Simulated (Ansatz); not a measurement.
## Which method gave which barrier?

Saddle point of SiH5O4F, closed shell (SiH₄O₄ ([OH][Si]([OH])([OH])[OH]) + HF → SiH₃O₃F ([OH][Si]([OH])([OH])[F]) + H₂O; bonds formed: Si1–F7, O2–H6; bonds broken: Si1–O2, H6–F7), PBE0-D4/def2-TZVP structure:

Si1  (-0.176, -0.275, 0.113)
O2  (0.275, 1.380, 0.643)
O3  (-0.715, -0.463, -1.419)
O4  (-1.601, -0.203, 0.932)
O5  (0.678, -1.417, 0.888)
H6  (1.087, 1.331, -0.054)
F7  (1.576, 0.311, -0.751)
H8  (-0.402, 2.056, 0.540)
H9  (-0.009, -0.464, -2.069)
H10  (-2.296, -0.769, 0.596)
H11  (1.584, -1.487, 0.581)
(Å)

Ansatz 0.2.0; basis: def2-TZVPP, with def2-QZVPP for the basis limit; cores frozen in the correlated methods. B3LYP uses VWN-RPA correlation. Extrapolation: Hartree–Fock as exp(−7.88 √X), correlation as X^−2.97. Four methods, as single points on the PBE0-D4 structures, gave these electronic barriers from the start structure: 62.9, 105.2, 114.7, 143.1 kJ/mol.

**Question.** The methods were, in alphabetical order, B3LYP-D4, BHLYP-D4, HF, SPW92. Which gave which? (Judge from chemistry; the calculation decides.)

**Answer.** By the calculation: SPW92 62.9; B3LYP-D4 105.2; BHLYP-D4 114.7; HF 143.1 kJ/mol. For comparison, CCSD(T) at an estimated basis limit (MP2 extrapolated from triple and quadruple zeta, plus CCSD(T) − MP2 in triple zeta) gives 102.3 kJ/mol.

T1 diagnostic: at most 0.012.

Steps of this kind, hydrogen fluoride cutting a network bond, underlie vapour etching and the fluorination step of atomic layer etching.

Labels in which every atom is bracketed show which atoms are joined, not bond orders.

For scale, one of the runs: CCSD(T)/def2-TZVPP, 267 basis functions, launched by `ansatz run in.yaml --threads 8 --pin off --events-out ev --progress --plain --max-ram 19148MiB`. Hardware: 8 CPU threads of an Arm Neoverse V2, shared host. Wall time 2.9 min; peak host memory 7.5 GiB.
